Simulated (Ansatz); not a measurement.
`CC[SiH2]C#N` → `N#C[SiH3]` + `C=C` at 700 K and 1 bar (β-hydride elimination).

Program: Ansatz. Geometries: PBE0-D4/def2-TZVP. ΔE: electronic, gas phase. CBS: MP2 limit from def2 TZ/QZ plus the TZ coupled-cluster correction, frozen cores. This one scheme is used for every species. Each species was taken in one conformer, which may not be the lowest.

| species | CCSD(T)/CBS energy (Eh) | H − E (kJ/mol) | S (J/(mol·K)) |
| --- | --- | --- | --- |
| `CC[SiH2]C#N` | -462.15225 | 320.7 | 468.6 |
| `N#C[SiH3]` | -383.61554 | 133.4 | 333.7 |
| `C=C` | -78.48111 | 168.9 | 268.4 |

H − E and S are ideal-gas, rigid-rotor, harmonic terms from PBE0-D4/def2-TZVP, for one conformer and one mirror image of each species. 1 Eh = 2625.50 kJ/mol, R = 8.31446 J/(mol·K).

**Question.** By hand: ΔE, ΔH, ΔS and ΔG.

**Answer.** ΔE = (-383.61554) + (-78.48111) − (-462.15225) = 0.05560 Eh = 146.0 kJ/mol. Δ(H − E) = 133.4 + 168.9 − 320.7 = -18.4, so ΔH = 127.6 kJ/mol. ΔS = 333.7 + 268.4 − 468.6 = 133.5 J/(mol·K). ΔG = 127.6 − 700 × (133.5)/1000 = 34.1 kJ/mol.

**Question.** By hand: the equilibrium constant, and the temperature at which ΔG would vanish if ΔH and ΔS stayed fixed.

**Answer.** log₁₀ K = −ΔG/(RT ln 10) = -2.5. ΔG = 0 at ΔH/ΔS = 956 K.

The number of gas molecules changes by +1, which sets the sign of ΔS. A doubt of 5 kJ/mol in ΔE shifts log₁₀ K by 0.4 here. Other conformers and mirror images would add mixing entropy, several J/(mol·K) or more a flexible species. These are equilibria of isolated gas molecules and say nothing of rates. Largest T1 diagnostic: 0.013 (customary marks: 0.02 for closed shells, 0.045 for open ones).
